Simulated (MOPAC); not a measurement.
MOPAC input (AM1):

```
AM1 1SCF CHARGE=-1 GEO-OK AUX(PRECISION=9) THREADS=1
BiF2O

Bi   -0.02765200 1   -0.00809900 1    0.22836500 1
F     1.52880300 1   -1.03205700 1   -0.77749000 1
F     0.15851800 1    1.80877500 1   -0.84266000 1
O    -1.61134300 1   -0.78977700 1   -0.54662300 1
```

Output:

```
 *******************************************************************************
 **                                                                           **
 **                              MOPAC v23.2.5                                **
 **                                                                           **
 *******************************************************************************
 ** MOPAC's Digital Object Identifier: https://doi.org/10.5281/zenodo.6511958 **
 **                                                                           **
 ** Please cite the open-source release paper for use of this MOPAC version:  **
 ** J. E. Moussa and J. J. P. Stewart (2026)                                  **
 ** MOPAC: An open-source semiempirical molecular orbital program             **
 ** J. Open Source Softw., 11(119), 8025, https://doi.org/10.21105/joss.08025 **
 *******************************************************************************

                              AM1 CALCULATION RESULTS

 *******************************************************************************
 *  AM1        - The AM1 Hamiltonian to be used
 *  GEO-OK     - OVERRIDE INTERATOMIC DISTANCE AND OTHER SAFETY CHECKS
 *
 *
 *
 *                 CHARGE ON SYSTEM = -1
 *
 *
 *
 *  1SCF       - DO 1 SCF AND THEN STOP
 *  AUX        - OUTPUT AUXILIARY INFORMATION
 *******************************************************************************
AM1 1SCF CHARGE=-1 GEO-OK AUX(PRECISION=9) THREADS=1
 BiF2O

   ATOM   CHEMICAL          X               Y               Z
  NUMBER   SYMBOL      (ANGSTROMS)     (ANGSTROMS)     (ANGSTROMS)

     1      Bi         -0.02765200  *  -0.00809900  *   0.22836500  *
     2       F          1.52880300  *  -1.03205700  *  -0.77749000  *
     3       F          0.15851800  *   1.80877500  *  -0.84266000  *
     4       O         -1.61134300  *  -0.78977700  *  -0.54662300  *

          CARTESIAN COORDINATES

    NO.       ATOM           X           Y           Z

     1        Bi         -0.0277     -0.0081      0.2284
     2         F          1.5288     -1.0321     -0.7775
     3         F          0.1585      1.8088     -0.8427
     4         O         -1.6113     -0.7898     -0.5466

  O: (AM1): M.J.S. DEWAR ET AL, J. AM. CHEM. SOC. 107 3902-3909 (1985)
  F: (AM1): M.J.S. DEWAR AND E. G. ZOEBISCH, THEOCHEM, 180, 1 (1988).
 Bi: (AM1): J. J. P. STEWART, J. MOL. MOD., 10, 155-164 (2004)

           Empirical Formula: O Bi F2  =     4 atoms

      MOLECULAR POINT GROUP   :   Cs

      RHF CALCULATION, NO. OF DOUBLY OCCUPIED LEVELS = 13

 -------------------------------------------------------------------------------
 AM1 1SCF CHARGE=-1 GEO-OK AUX(PRECISION=9) THREADS=1
 BiF2O

     1SCF WAS SPECIFIED, SO BFGS WAS NOT USED
     SCF FIELD WAS ACHIEVED

                              AM1 CALCULATION
                                                       MOPAC v23.2.5 Linux

          FINAL HEAT OF FORMATION =          8.12308 KCAL/MOL =      33.98696 KJ/MOL

          COSMO AREA              =        109.85 SQUARE ANGSTROMS
          COSMO VOLUME            =         99.82 CUBIC ANGSTROMS

          IONIZATION POTENTIAL    =          5.201304 EV
          HOMO LUMO ENERGIES (EV) =         -5.201  1.396
          NO. OF FILLED LEVELS    =         13
          MOLECULAR WEIGHT        =        262.9766         POINT GROUP:  Cs

          MOLECULAR DIMENSIONS (Angstroms)

            Atom       Atom       Distance
            O     4    F     3     3.15793
            F     3    F     2     2.73299
           Bi     1    O     4     0.94165

          SCF CALCULATIONS        =          1

   ATOM   CHEMICAL          X               Y               Z
  NUMBER   SYMBOL      (ANGSTROMS)     (ANGSTROMS)     (ANGSTROMS)

     1      Bi         -0.02765200  *  -0.00809900  *   0.22836500  *
     2       F          1.52880300  *  -1.03205700  *  -0.77749000  *
     3       F          0.15851800  *   1.80877500  *  -0.84266000  *
     4       O         -1.61134300  *  -0.78977700  *  -0.54662300  *

                             CARTESIAN COORDINATES

   1   Bi       -0.027652000    -0.008099000     0.228365000
   2    F        1.528803000    -1.032057000    -0.777490000
   3    F        0.158518000     1.808775000    -0.842660000
   4    O       -1.611343000    -0.789777000    -0.546623000

           Empirical Formula: O Bi F2  =     4 atoms

      MOLECULAR POINT GROUP   :   Cs

                  EIGENVALUES
 -36.09232 -35.98996 -27.31128 -12.96992  -8.12158  -8.10445  -6.97301  -6.19409
  -6.11220  -5.84957  -5.83313  -5.82586  -5.20130   1.39578   3.26445   3.40111

              NET ATOMIC CHARGES AND DIPOLE CONTRIBUTIONS

  ATOM NO.   TYPE          CHARGE      No. of ELECS.   s-Pop       p-Pop
    1         Bi           1.209984        3.7900     1.98790     1.80212
    2          F          -0.825149        7.8251     1.97357     5.85158
    3          F          -0.825169        7.8252     1.97357     5.85160
    4          O          -0.559666        6.5597     1.98750     4.57217
 DIPOLE           X         Y         Z       TOTAL
 POINT-CHG.    -2.508    -0.995     9.368     9.748
 HYBRID        -0.123    -0.068    -0.276     0.310
 SUM           -2.631    -1.063     9.091     9.524

          ATOMIC ORBITAL ELECTRON POPULATIONS

     Atom    s        px        py        pz
    1 Bi   1.98790   0.67694   0.29586   0.82931
    2  F   1.97357   1.95573   1.95088   1.94497
    3  F   1.97357   1.96038   1.94701   1.94422
    4  O   1.98750   1.40468   1.82370   1.34378

 **********************
 *                    *
 * JOB ENDED NORMALLY *
 *                    *
 **********************

 == MOPAC DONE ==
```

The dipole moment of an ion depends on the origin.

The geometry given is a B3LYP-D3(BJ)/def2-TZVP minimum.
